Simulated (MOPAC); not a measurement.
MOPAC input (MNDO):

```
MNDO 1SCF CHARGE=1 GEO-OK AUX(PRECISION=9) THREADS=1
GeI

Ge   -0.00000000 1   -0.00000000 1   -1.50938001 1
I     0.00000000 1    0.00000000 1    0.91132378 1
```

Output:

```
 *******************************************************************************
 **                                                                           **
 **                              MOPAC v23.2.5                                **
 **                                                                           **
 *******************************************************************************
 ** MOPAC's Digital Object Identifier: https://doi.org/10.5281/zenodo.6511958 **
 **                                                                           **
 ** Please cite the open-source release paper for use of this MOPAC version:  **
 ** J. E. Moussa and J. J. P. Stewart (2026)                                  **
 ** MOPAC: An open-source semiempirical molecular orbital program             **
 ** J. Open Source Softw., 11(119), 8025, https://doi.org/10.21105/joss.08025 **
 *******************************************************************************

                              MNDO CALCULATION RESULTS

 *******************************************************************************
 *  MNDO       - The MNDO Hamiltonian to be used
 *  GEO-OK     - OVERRIDE INTERATOMIC DISTANCE AND OTHER SAFETY CHECKS
 *
 *
 *
 *                 CHARGE ON SYSTEM = +1
 *
 *
 *
 *  1SCF       - DO 1 SCF AND THEN STOP
 *  AUX        - OUTPUT AUXILIARY INFORMATION
 *******************************************************************************
MNDO 1SCF CHARGE=1 GEO-OK AUX(PRECISION=9) THREADS=1
 GeI

   ATOM   CHEMICAL          X               Y               Z
  NUMBER   SYMBOL      (ANGSTROMS)     (ANGSTROMS)     (ANGSTROMS)

     1      Ge         -0.00000000  *  -0.00000000  *  -1.50938001  *
     2       I          0.00000000  *   0.00000000  *   0.91132378  *

          CARTESIAN COORDINATES

    NO.       ATOM           X           Y           Z

     1        Ge         -0.0000     -0.0000     -1.5094
     2         I          0.0000      0.0000      0.9113

 Ge: (MNDO): M.J.S.DEWAR, G.L.GRADY, E.F.HEALY,ORGANOMETALLICS 6 186-189 (1987)
  I: (MNDO): M.J.S.DEWAR, E.F. HEALY, J.J.P. STEWART, J.COMP.CHEM., 5,358,(1984)

           Empirical Formula: Ge I  =     2 atoms

      MOLECULAR POINT GROUP   :   C*v

      RHF CALCULATION, NO. OF DOUBLY OCCUPIED LEVELS = 5

 -------------------------------------------------------------------------------
 MNDO 1SCF CHARGE=1 GEO-OK AUX(PRECISION=9) THREADS=1
 GeI

     1SCF WAS SPECIFIED, SO BFGS WAS NOT USED
     SCF FIELD WAS ACHIEVED

                              MNDO CALCULATION
                                                       MOPAC v23.2.5 Linux

          FINAL HEAT OF FORMATION =        233.20490 KCAL/MOL =     975.72928 KJ/MOL

          COSMO AREA              =        107.67 SQUARE ANGSTROMS
          COSMO VOLUME            =         98.05 CUBIC ANGSTROMS

          IONIZATION POTENTIAL    =         14.755481 EV
          HOMO LUMO ENERGIES (EV) =        -14.755 -6.764
          NO. OF FILLED LEVELS    =          5
          MOLECULAR WEIGHT        =        199.4945         POINT GROUP:  C*v

          MOLECULAR DIMENSIONS (Angstroms)

            Atom       Atom       Distance
            I     2   Ge     1     2.42070
            I     2   Ge     1     0.00000
           Ge     1    I     2     0.00000

          SCF CALCULATIONS        =          1

   ATOM   CHEMICAL          X               Y               Z
  NUMBER   SYMBOL      (ANGSTROMS)     (ANGSTROMS)     (ANGSTROMS)

     1      Ge         -0.00000000  *  -0.00000000  *  -1.50938001  *
     2       I          0.00000000  *   0.00000000  *   0.91132378  *

                             CARTESIAN COORDINATES

   1   Ge       -0.000000000    -0.000000000    -1.509380010
   2    I        0.000000000     0.000000000     0.911323780

           Empirical Formula: Ge I  =     2 atoms

      MOLECULAR POINT GROUP   :   C*v

                  EIGENVALUES
 -30.59073 -18.28459 -14.90694 -14.90694 -14.75548  -6.76410  -6.76410  -5.90947

              NET ATOMIC CHARGES AND DIPOLE CONTRIBUTIONS

  ATOM NO.   TYPE          CHARGE      No. of ELECS.   s-Pop       p-Pop
    1         Ge           1.370457        2.6295     1.93952     0.69002
    2          I          -0.370457        7.3705     1.99060     5.37986
 DIPOLE           X         Y         Z       TOTAL
 POINT-CHG.     0.000     0.000   -11.704    11.704
 HYBRID        -0.000    -0.000     1.396     1.396
 SUM           -0.000    -0.000   -10.308    10.308

          ATOMIC ORBITAL ELECTRON POPULATIONS

     Atom    s        px        py        pz
    1 Ge   1.93952   0.06672   0.06672   0.55658
    2  I   1.99060   1.93328   1.93328   1.51331

 **********************
 *                    *
 * JOB ENDED NORMALLY *
 *                    *
 **********************

 == MOPAC DONE ==
```

The dipole moment of an ion depends on the origin.
